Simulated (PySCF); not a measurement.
Working with the constants of SbTe

UHF-CCSD(T) constants of SbTe, ²Π (doublet), unpaired electrons π ↑ (Sb cc-pVDZ-PP with ECP28, Te cc-pVDZ-PP with ECP28; scalar-relativistic core potentials (PySCF 2.14); masses 120.9038 and 129.9062 u):

* ωe: 238.9 cm⁻¹
* ωexe: 0.659 cm⁻¹
* Be: 0.039888 cm⁻¹
* αe: 0.000115 cm⁻¹
* D (centrifugal): 4.45e-09 cm⁻¹
* De to Sb + Te: 1.98 eV

Task: Give the vibrational terms G(v) and spacings up to v = 6.

Result: G(v) = ωe(v+½) − ωexe(v+½)².

```csv
v,G(v) (cm⁻¹),G(v) − G(v−1),Bv (cm⁻¹)
0,119.3,,0.03983
1,356.9,237.6,0.03972
2,593.1,236.3,0.03960
3,828.1,234.9,0.03949
4,1061.7,233.6,0.03937
5,1294.0,232.3,0.03926
6,1525.0,231.0,0.03914
```

Task: How well does the Morse estimate ωe²/(4ωexe) reproduce De, and what is D0?

Result: It gives 2.68 eV, 136 % of the computed De. D0 = De − G(0) = 1.98 − 0.01 = 1.97 eV.

Correlated steps freeze 8 core orbitals. Correlated levels converge slowly with the basis: in double zeta they bind strong bonds too weakly, by up to about 1 eV, and carry superposition errors of some tenths. These are scalar-relativistic numbers at best; spin–orbit coupling would shift them, the dissociation energy most. The state was picked by a PBE0 search and need not be the measured ground state.
